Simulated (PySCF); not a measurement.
Labels have come off several samples. The candidates:

A. `[SiH3]N([SiH3])[Si@H]1NC[SiH2]1`
B. `FC(F)O[C@@]12CC=C[C@@H]1C2`
C. SMILES C=C(C#CC)C(N)=O

Spectrum 1. $^{13}$C{$^{1}$H} NMR (computed): δ 163.7 (C), 143.3 (CH2), 129.6 (C), 99.9 (C), 83.9 (C), 5.5 (CH3).

Spectrum 2. $^{13}$C{$^{1}$H} NMR (computed): δ 142.0 (CH), 138.1 (CH), 127.2 (CH), 70.3 (C), 46.2 (CH2), 35.5 (CH), 25.0 (CH2).

Spectrum 3. $^{13}$C{$^{1}$H} NMR (computed): δ 32.2 (CH2).

Theoretical values (PySCF 2.14.0 with density-fitted response routines): geometry from GFN2-xTB, PBE0/pcSseg-1 with gauge-including orbitals. Fast rotation and ring inversion assumed for equivalent nuclei, in vacuum, single conformer, no relativistic terms.

Referencing at the same level of theory: TMS for $^{13}$C. Splittings of carbon signals by F and P are missing where no couplings were computed. Acid and N–H amide carbonyl carbons lie up to 10 ppm further downfield in solution (hydrogen bonding). Shifts are as computed. Against solution values, carbons near 30 ppm lie about +3 ppm off and those near 130 ppm about +5 ppm. Of 1211 compounds with measured shifts, 218 miss one by over three times the rms of a fit or turn the order of signals round; such compounds aren't used in these exercises. Groups on amide-type nitrogens are kept apart (slow C–N rotation).

Q: Match each spectrum to its structure.

A: 1–C, 2–B, 3–A.

- Spectrum 1 (C): 6 $^{13}$C signals; δC 163.7 is an amide carbonyl carbon; δC 143.3 is a β carbon of a C=C–C=O unit.
- Spectrum 2 (B): 7 $^{13}$C signals; δC 142.0 is an alkene CH; δC 138.1 is an alkene CH.
- Spectrum 3 (A): a single $^{13}$C signal, at 32.2 ppm (sp3 CH2 bonded to N and Si).
